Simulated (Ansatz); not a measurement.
Mulliken charges of `FB1C[Si]1(F)[AlH2]` from PBE/def2-TZVPP in Ansatz (PBE0-D4/def2-TZVP geometry).

```csv
atom,x (Å),y (Å),z (Å),charge (e)
F1,-1.117,-2.658,1.170,-0.188
B2,-0.529,-1.591,0.675,0.229
C3,0.546,-1.348,-0.351,-0.281
Si4,-0.792,0.124,-0.204,0.213
F5,-2.002,0.199,-1.266,-0.273
Al6,0.327,2.234,0.254,0.266
H7,1.377,-0.699,-0.055,0.147
H8,0.847,-2.049,-1.128,0.099
H9,-0.369,3.644,0.068,-0.102
H10,1.795,2.093,0.841,-0.111
```

Task: By hand: the dipole of these point charges (1 e Å = 4.8032 D).

Result: Σ q r = (0.525, 0.171, 0.183) e Å, of length 0.582 e Å = 2.80 D.

Task: How does the dipole of the full density compare? (Estimate.)

Result: The calculation gave: (0.341, 0.175, -0.034) e Å, 1.85 D; the point charges give 1.51 times that, at 25° from its direction.

Point charges leave out the atoms' own dipoles, such as those of lone pairs, and Mulliken's split depends on the basis, so the two needn't agree.
